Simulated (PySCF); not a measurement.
PBEsol on Au⁺ (gold, charge +1)

Configuration: [Xe] 4f14 5d9 6p1, one real determinant (an excited configuration). All numbers are calculated (PySCF 2.14, scalar relativity by spin-free X2C-1e, in Sapporo-DKH3-DZP-2012 (8s6p5d2f, 65 functions)).

| Property | Result |
| --- | --- |
| Total energy | -19006.81 hartree |
| One-electron energy | -26026.87 hartree |
| Hartree (Coulomb) energy | 7384.18 hartree |
| Exchange-correlation energy | -364.12 hartree |
| ⟨S²⟩ | 2.0006 |
| ⟨L²⟩ | 8.020 |
| Sum of ⟨r⟩ | 43.24 bohr |
| Sum of ⟨r²⟩ | 50.47 bohr² |
| Traceless quadrupole moment −½Σ⟨3z² − r²⟩ along its main axis | -2.14 e·bohr² |
| Langevin diamagnetic susceptibility | -40.0 ×10⁻⁶ cm³/mol |

```
shell  electrons  mean orbital energy (eV)  spread (eV)  rms radius, mean of both spins (bohr)
 1s α          1                  -80425.6            0                                 0.0190
 1s β          1                  -80425.5            0                                 0.0190
 2s α          1                  -14201.8            0                                 0.0769
 2s β          1                  -14201.8            0                                 0.0769
 2p α          3                  -12340.4        0.113                                 0.0705
 2p β          3                  -12340.3        0.036                                 0.0705
 3s α          1                   -3362.6            0                                  0.196
 3s β          1                   -3362.6            0                                  0.196
 3p α          3                   -2819.3        0.188                                  0.199
 3p β          3                   -2819.3        0.138                                  0.199
 3d α          5                   -2212.5        0.226                                  0.181
 3d β          5                   -2212.4        0.121                                  0.181
 4s α          1                   -738.58            0                                  0.433
 4s β          1                   -738.49            0                                  0.433
 4p α          3                   -559.20        0.393                                  0.461
 4p β          3                   -559.12        0.298                                  0.461
 4d α          5                   -336.93        0.530                                  0.493
 4d β          5                   -336.82        0.358                                  0.493
 5s α          1                   -119.95            0                                  0.983
 5s β          1                   -119.39            0                                  0.983
 4f α          7                   -93.184        0.526                                  0.549
 4f β          7                   -93.041        0.325                                  0.549
 5p α          3                   -72.053        0.786                                   1.13
 5p β          3                   -71.374        0.024                                   1.13
 5d α          5                   -18.066        0.970                                   1.66
 5d β          4                   -17.231        0.112                                   1.66
 6p α          1                    -5.632            0                                   2.63
```

⟨L²⟩ = 8.02 against 12 for a pure F term, so this real determinant mixes terms. Spin-orbit coupling, absent here, splits the open shell strongly.

Densities and radii are taken from the X2C orbitals without a picture-change correction, which distorts them close to the nucleus.
